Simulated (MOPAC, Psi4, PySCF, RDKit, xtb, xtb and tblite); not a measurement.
Relaxed torsion scan: C3H5NSi, SMILES C=C[SiH2]C#N. Scanned: dihedral C1–C2–Si3–C4; all other coordinates were relaxed at GFN2-xTB. Points at φ and −φ are mirror images.

Geometry of the scan point at -75° (Å):
```
10

C      1.4554     0.7766     0.0985
C      0.9886    -0.4625     0.1357
Si    -0.8345    -0.9144    -0.0054
C     -1.6278    -0.4831     1.6337
N     -2.1090    -0.2126     2.6375
H      0.8048     1.6274    -0.0286
H      2.5068     1.0033     0.1914
H      1.6956    -1.2736     0.2673
H     -1.5343    -0.1111    -1.0106
H     -1.0127    -2.3561    -0.1909
```

- GFN2-xTB (xtb and tblite)
- MMFF94 // GFN2-xTB (RDKit)
- PBE/def2-TZVP // GFN2-xTB (Psi4)
- PBE-D3(BJ)/def2-TZVP // GFN2-xTB (Psi4)
- wB97X-D/def2-TZVP // GFN2-xTB (Psi4)
- MP2/cc-pVTZ = DF-MP2 (frozen core)/cc-pVTZ // GFN2-xTB (Psi4)
- HF/cc-pVTZ // GFN2-xTB (Psi4)
- PM6, restricted, heats of formation // GFN2-xTB (MOPAC)
- AM1, restricted, heats of formation // GFN2-xTB (MOPAC)
- GFN1-xTB // GFN2-xTB (xtb)
- RKS-B3LYP/6-31G* = restricted B3LYP/6-31G*, spherical d // GFN2-xTB run with PySCF
- RKS-M06-2X/6-31G* = restricted M06-2X/6-31G*, spherical d // GFN2-xTB (PySCF)
- RKS-B3LYP/6-311+G** = restricted B3LYP/6-311+G**, spherical d, density fitting // GFN2-xTB (PySCF)
- RHF/3-21G = PySCF with restricted Hartree-Fock/3-21G // GFN2-xTB

Least-squares fit of E(φ) = a0 + Σ (a_n cos nφ + b_n sin nφ), n = 1 to 4, to the 24 scan points, in kJ/mol above the lowest point of each profile (levels whose profile four harmonics don't fit are not listed):

| method | a0 | a1 | b1 | a2 | b2 | a3 | b3 | a4 | b4 | rms of fit |
|---|---|---|---|---|---|---|---|---|---|---|
| GFN2-xTB | 1.78 | -0.20 | 0.00 | -0.60 | 0.00 | -0.99 | 0.00 | -0.03 | 0.00 | 0.02 |
| MMFF94 | 1.73 | 2.21 | 0.00 | 1.01 | 0.00 | 0.01 | 0.00 | 0.19 | 0.00 | 0.02 |
| PBE/def2-TZVP | 3.42 | -0.23 | 0.00 | -0.27 | 0.00 | -2.84 | 0.00 | -0.13 | 0.00 | 0.06 |
| PBE-D3(BJ)/def2-TZVP | 4.01 | -0.66 | 0.00 | -0.43 | 0.00 | -2.86 | 0.00 | -0.13 | 0.00 | 0.06 |
| wB97X-D/def2-TZVP | 3.97 | -0.58 | 0.00 | -0.41 | 0.00 | -2.93 | 0.00 | -0.10 | 0.00 | 0.07 |
| MP2/cc-pVTZ | 4.25 | -0.82 | 0.00 | -0.35 | 0.00 | -3.04 | 0.00 | -0.11 | 0.00 | 0.07 |
| HF/cc-pVTZ | 3.22 | 0.23 | 0.00 | -0.04 | 0.00 | -3.26 | 0.00 | -0.06 | 0.00 | 0.07 |
| PM6 | 0.62 | -0.53 | 0.00 | 0.42 | 0.00 | -0.52 | 0.00 | 0.01 | 0.00 | 0.02 |
| AM1 | 0.64 | 0.29 | 0.00 | 0.08 | 0.00 | -0.51 | 0.00 | -0.09 | 0.00 | 0.04 |
| GFN1-xTB | 1.95 | -0.12 | 0.00 | -0.04 | 0.00 | -1.80 | 0.00 | -0.02 | 0.00 | 0.04 |
| RKS-B3LYP/6-31G* | 3.41 | -0.28 | 0.00 | -0.08 | 0.00 | -3.02 | 0.00 | -0.11 | 0.00 | 0.07 |
| RKS-M06-2X/6-31G* | 4.79 | -1.05 | 0.00 | -0.64 | 0.00 | -3.07 | 0.00 | -0.09 | 0.00 | 0.07 |
| RKS-B3LYP/6-311+G** | 3.00 | -0.04 | 0.00 | -0.06 | 0.00 | -2.88 | 0.00 | -0.08 | 0.00 | 0.06 |
| RHF/3-21G | 4.14 | -0.55 | 0.00 | -0.56 | 0.00 | -2.95 | 0.00 | -0.11 | 0.00 | 0.06 |

MMFF94 has few fitted parameters for silicon.
